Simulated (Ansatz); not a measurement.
C3H8Si, SMILES `C/C=[SiH]\C` (charge 0, multiplicity 1).

Method: PBE/cc-pVTZ // PBE0-D3(BJ)/def2-TZVP run with Ansatz (a first-principles code).

Ansatz 0.2 input:
```yaml
crystal:
  periodic: [false, false, false]
  atoms:
    - { symbol: C, position_ang: [1.720499, -0.27664, 0.677089] }
    - { symbol: C, position_ang: [1.01105, 0.726786, -0.174408] }
    - { symbol: Si, position_ang: [-0.62486, 0.743937, -0.658413] }
    - { symbol: C, position_ang: [-1.894183, -0.540064, -0.201118] }
    - { symbol: H, position_ang: [2.143837, 0.188194, 1.574696] }
    - { symbol: H, position_ang: [1.062656, -1.083942, 1.008183] }
    - { symbol: H, position_ang: [2.556979, -0.737439, 0.13953] }
    - { symbol: H, position_ang: [1.618928, 1.554818, -0.535354] }
    - { symbol: H, position_ang: [-1.121479, 1.846138, -1.513695] }
    - { symbol: H, position_ang: [-2.731956, -0.088901, 0.335893] }
    - { symbol: H, position_ang: [-1.445864, -1.302278, 0.438724] }
    - { symbol: H, position_ang: [-2.295608, -1.030607, -1.091131] }
basis:
  gaussian: { orbitals: cc-pVTZ }
hamiltonian:
  xc: pbe
```

Output:

```
Functional definition: PBE
1247 factors; their error is unknown
mean field evaluation 1: about -11088.4415 eV, gradient 9.6e1 eV
mean field evaluation 2: about -11019.4580 eV, gradient 1.7e2 eV
mean field evaluation 4: about -11107.3164 eV, gradient 3.4e1 eV
mean field evaluation 8: about -11110.7082 eV, gradient 1.5e-1 eV
mean field evaluation 16: about -11110.6658 eV, gradient 1.1e-4 eV
mean field -11110.66579933 eV, -408.3094370456 hartree, gradient 3.7e-5 eV, S^2 0.000000; 0 other end points of the search recorded, 0 dependent functions left out
reference -11110.66584137 eV, -408.3094385906 hartree; 20, 20 occupied and 216, 216 virtual orbitals, 1247 factors
Total energy: -11110.66584137 eV, -408.3094385906 hartree
```
